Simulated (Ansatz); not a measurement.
`Cl[C]1=[CH][AlH]1` → Al• + 2 C• + Cl• + 2 H•  (atomization)

Calculated with Ansatz (gas phase, PBE0-D4/def2-TZVP geometries, no zero-point term in ΔE). CCSD(T)/CBS adds triple-zeta CCSD(T) − MP2 to the extrapolated MP2 energy (def2 sets, frozen cores). This one scheme is used for every species, atoms too. Functionals use def2-TZVPP. B3LYP here is the variant with VWN-RPA as its local correlation; programs differ in this. Open shells (•) are unrestricted, without spin–orbit coupling. Spin–orbit coupling would lower the free atoms: a little for Al, C, Cl.

What is ΔE at CCSD(T)/CBS? (An estimate is asked.)

The calculation gave: +494.2 kcal/mol.

What do these levels give: PBE-D4, r2SCAN-D4, B3LYP-D4, r2SCANh-D4, r2SCAN, MP2/def2-QZVPP? (Estimate.)

The calculation gave: PBE-D4 514.6, r2SCAN-D4 502.2, B3LYP-D4 491.9, r2SCANh-D4 497.4, r2SCAN 501.5, MP2/def2-QZVPP 505.9 kcal/mol.

Largest T1 diagnostic among the species: 0.018.

From BLYP to BHLYP (50 % exact exchange), in def2-TZVPP and without D4, ΔE moves by −17.9 kcal/mol: exact exchange takes away binding that semilocal exchange gives to molecules. The D4 term adds +5.2 kcal/mol with B3LYP and +2.7 kcal/mol with PBE0; it sums over pairs of atoms, weighted by their polarisabilities, and B3LYP, whose exchange is more repulsive, gets the larger term. At CCSD(T), def2-SVP lies −28.9 kcal/mol from the extrapolated value and def2-TZVPP −15.8 kcal/mol: correlation converges slowly with the basis, and small sets miss more of it in the bonded molecule than in its fragments.

For atomizations the MP2-based limit and the directly extrapolated one differ by several kJ/mol either way, and by 10 to 25 for some Ge, Se and Sn compounds, so smaller differences from it don't rank the levels.
